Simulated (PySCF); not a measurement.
## Electric field gradients and quadrupole coupling constants

Species: C6H3F3O2.
Structure used (GFN2-xTB), in Å, numbered top down from 1:
```xyz
14
C6H3F3O2 angstrom
C      2.3591    0.6735    1.1332
C      1.7523    0.0159    0.1538
F      2.4594   -0.6696   -0.7638
C      0.3190   -0.0603   -0.0634
C     -0.3642   -0.7003   -1.0196
C     -1.8190   -0.4524   -0.7793
F     -2.4425    0.1816   -1.8049
F     -2.5353   -1.5830   -0.5526
C     -1.7843    0.4526    0.4989
O     -2.6966    0.9224    1.0891
O     -0.4847    0.6196    0.8346
H      1.7802    1.2150    1.8573
H      3.4307    0.6754    1.2179
H      0.0250   -1.2911   -1.8233
```

Field gradients from the PBE0/pcSseg-1 density (PySCF, non-relativistic), principal values in atomic units, ordered |Vxx| ≤ |Vyy| ≤ |Vzz|:

```
atom      Vxx      Vyy      Vzz
 O10   0.4896   1.2031  -1.6927
 O11  -0.4478  -1.1865   1.6343
```

Q: Find the asymmetry η = (Vxx − Vyy)/Vzz and the couplings χ = eQV/h (234.96 MHz × Q in barn × V in au), with Q(17O) = −0.0256 b.

A: 
| atom | environment | nucleus | η | χzz (MHz) | χxx (MHz) | χyy (MHz) |
| --- | --- | --- | --- | --- | --- | --- |
| O10 | ester carbonyl oxygen | 17O | 0.42 | 10.18 | -2.95 | -7.24 |
| O11 | ester single-bonded oxygen | 17O | 0.45 | -9.83 | 2.69 | 7.14 |

The tensor is traceless: Vxx + Vyy + Vzz = 0.

Q: What is Vzz at O11 in SI units (1 au = 9.71736 × 10²¹ V/m²)?

A: 1.6343 au = 15.881 × 10²¹ V/m².

Q: And the gradient at the other heavy atoms, for which no coupling is worked out here?

A: 
```
atom                    environment  Vzz (au)     η
  C1           terminal =CH2 carbon     0.306  0.07
  C2             vinylic C–F carbon    -0.397  0.99
  F3                 vinyl fluorine     3.030  0.10
  C4  vinylic carbon bearing oxygen    -0.394  0.29
  C5               alkene CH carbon     0.143  0.98
  C6                     CF2 carbon    -0.428  0.81
  F7        fluorine of a CF2 group     3.022  0.07
  F8        fluorine of a CF2 group     3.022  0.07
  C9          ester carbonyl carbon    -0.396  0.76
```

Q: What couplings would deuterons (Q(2H) = 0.00286 b) have in place of the hydrogens, at this geometry?

A: 
```tsv
atom	bonded to	bond length (Å)	Vzz (au)	η	χzz (kHz)
H12	C1	1.074	0.3365	0.06	226
H13	C1	1.075	0.3373	0.04	227
H14	C5	1.071	0.3443	0.07	231
```

One conformer (not necessarily the lowest) at the GFN2-xTB geometry, without solvent, vibrations or thermal averaging. GFN2-xTB bond lengths can be off by several hundredths of an ångström, more for odd bonds, and the gradients follow them. A larger basis could move these couplings by a tenth or more.

The run behind these numbers computed NMR shieldings as well. Hardware: an Arm Neoverse N1 with one thread, shared host. Cost: 64 s (with the writing of density and orbital grids).
